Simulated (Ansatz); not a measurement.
**[GeH3]− (SMILES [GeH3-]): the energy, rung by rung**

The species is [GeH3]− (4 atoms), meant as a singlet with charge -1. SMILES: `[GeH3-]`. Geometry: a GFN2-xTB relaxation, a rough one for these elements and not checked as a minimum.

| atom | x (Å) | y (Å) | z (Å) |
| --- | --- | --- | --- |
| Ge | 0.4689 | -0.2750 | -0.5421 |
| H | 0.9350 | 0.1543 | 1.0892 |
| H | -0.9409 | -1.0906 | 0.1022 |
| H | -0.4631 | 1.2113 | -0.6494 |

Quantity: the energy change with the Ge1–H4 bond stretched from 1.758 to 4.394 Å, in eV. The values are calculated.

```csv
level,kind,program,value (eV),less FCI/STO-3G
HF/STO-3G (restricted),Hartree–Fock,Ansatz,7.11,+2.69
revPBE/STO-3G (restricted),GGA,Ansatz,4.90,+0.48
BHLYP/STO-3G (restricted),global hybrid,Ansatz,6.29,+1.87
CAM-B3LYP/STO-3G (restricted),range-separated hybrid,Ansatz,6.31,+1.89
HSE06/STO-3G (restricted),range-separated hybrid,Ansatz,5.74,+1.32
B2PLYP/STO-3G (restricted),double hybrid,Ansatz,4.86,+0.44
CCSD(T)/STO-3G (restricted),coupled cluster or CI,Ansatz,3.21,-1.21
CCSDT(Q)/STO-3G (restricted),coupled cluster or CI,Ansatz,4.59,+0.17
FCI/STO-3G,exact in the basis,Ansatz,4.42,0.00
```

FCI/STO-3G is exact within its basis and frozen core, so for wave-function methods in that basis the difference is their error; functionals converge differently with the basis, so for them it is only a difference. A spin-restricted reference rises too steeply as a bond breaks; here HF/STO-3G, revPBE/STO-3G, BHLYP/STO-3G, CAM-B3LYP/STO-3G, HSE06/STO-3G, B2PLYP/STO-3G lie well above the multireference or unrestricted value. All-electron rows without a relativistic Hamiltonian named are non-relativistic. Sets without diffuse functions describe the anion poorly. The first shape isn't each level's own minimum. The values span 3.21 to 7.11 eV. All rows use very small basis sets, so none should be taken for the real molecule's value. In the correlated wave-function rows the outer d shell of Ge is correlated, in sets not made for it.
